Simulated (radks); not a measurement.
Question: Radial electron density D(r) = 4 pi r^2 rho(r) of an atom or ion with 54 electrons. Calculated with a radial shooting solver on a logarithmic mesh with Libxc functionals: scalar-relativistic Kohn-Sham, r2SCAN, spin-polarised, spherical densities, finite nucleus; meta-GGA in the generalised Kohn-Sham scheme; Fermi nuclear charge, rms radius of each element as measured or else 0.836 A^(1/3) + 0.57 fm.

```
   r/bohr * D(r) (the largest magnitude, 90.2, reaches the edge; | marks zero)
 0.002919 |      *
 0.003894 |          *
 0.005193 |                *
 0.006871 |                      *
 0.009165 |                              *
  0.01222 |                                     *
   0.0163 |                                         *
  0.02174 |                                         *
  0.02877 |                                      *
  0.03837 |                                     *
  0.05118 |                                          *
  0.06826 |                                                    *
  0.09032 |                                                      *
   0.1205 |                                            *
   0.1607 |                                       *
   0.2143 |                                             *
   0.2858 |                                         *
   0.3782 |                       *
   0.5044 |              *
   0.6727 |                 *
   0.8973 |            *
    1.187 |     *
    1.583 |   *
    2.112 |  *
    2.817 |*
    3.757 *
    4.971 *
     6.63 *
```

What is the nuclear charge?

Answer: Z = 54. The innermost maximum, from 1s, lies near gamma/Z bohr with gamma = sqrt(1 - (Z/c)^2) = 0.919, here 0.017 bohr (found: 0.0187), and its height grows with Z. The density is that of neutral xenon in [Xe]; the configuration itself is not fixed sharply by these data, and Z only to a few units. D(r) has 4 maxima, at r = 0.0187, 0.0827, 0.236, 0.673 bohr, and minima at 0.0363, 0.156, 0.492 bohr, inside which lie 1.98, 11.19, 28.95 electrons.
